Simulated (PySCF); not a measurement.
# Reading the logs of faulty runs: Ge2H3N

These are calculations, not measurements. They come from PySCF 2.14.0, an open-source quantum chemistry program, on an isolated molecule that a program drew, which may never have been made. The molecule is Ge2H3N (charge 0, singlet), drawn as the SMILES string `[GeH][N]=[GeH2]`.

Each row is a Hartree-Fock (HF) and frozen-core CCSD(T) single point in the cc-pVDZ basis, meant for a local HF minimum. Run 1 is clean. Each other run has one planted mistake out of seven kinds, and not every kind appears here: one electron removed, one electron added, multiplicity raised by two, geometry at a saddle point, minimal basis STO-3G, one bond length entered in bohr, all coordinates scaled. The reference is restricted for singlets and unrestricted otherwise, and also for a bond in bohr. Adding or removing an electron swaps singlet and doublet. Electrons count all cores. HOMO and LUMO are orbital energies over both spins, the gradient is its largest component, and the lowest frequency (negative if imaginary) is given only where the gradient is small. Bond lengths are over the 5 bonds as drawn. T1 is the CCSD diagnostic: over 0.02 (restricted) or 0.045 (unrestricted) a single reference is doubtful. Germanium has the cc-pVDZ-PP basis, with a core potential (ECP10MDF) in place of its 10 inner electrons, and its 3s, 3p and 3d shells are frozen in CCSD(T).

Geometry of the clean run:
```xyz
6
Ge2H3N, angstrom
Ge   -0.8041   -3.3571    0.0237
N     0.4454   -2.3176    0.7849
Ge    1.5334   -1.4967    1.7314
H    -0.6566   -2.7701   -1.4570
H     1.1933   -0.1973    2.4481
H     2.9718   -1.9553    1.9284
```

```
run,electrons,basis functions,<S^2>,HOMO (eV),LUMO (eV),gradient (hartree/bohr),lowest frequency (cm^-1),mean bond (Å),longest bond (Å),T1,HF (hartree),CCSD(T) (hartree),mistake
1,74,75,0.000,-7.91,1.42,3.1e-06,68,1.6197,1.795,0.0259,-642.87203,-643.26631,no fault
2,74,75,1.236,-6.56,1.16,5.1e-02,-,1.9044,3.023,0.0533,-642.81291,-643.18075,one bond length entered in bohr
3,74,75,0.000,-8.05,1.25,3.3e-02,-,1.7234,1.910,0.0300,-642.84940,-643.25924,all coordinates scaled
4,73,75,0.785,-15.49,-6.16,6.2e-02,-,1.6197,1.795,0.0316,-642.61583,-642.98054,one electron removed
5,74,75,2.197,-6.40,0.02,2.6e-02,-,1.6197,1.795,0.0443,-642.80819,-643.17735,?
```

**Which mistake was planted in run 5, and what did it cost?**

Electrons, basis and geometry are unchanged, and <S^2> is 2.197, beside S(S+1) = 2.00 for a multiplicity of 3. So the mistake is: multiplicity raised by two. Subtracting run 1 and multiplying by 627.51 kcal/mol a hartree, the energy moved by 40.1 kcal/mol in HF and 55.8 kcal/mol in CCSD(T).

Cautions from the logs. Run 1: T1 is over the limit, so its CCSD(T) energy is less reliable; run 2: T1 is over the limit, so its CCSD(T) energy is less reliable; run 3: T1 is over the limit, so its CCSD(T) energy is less reliable.
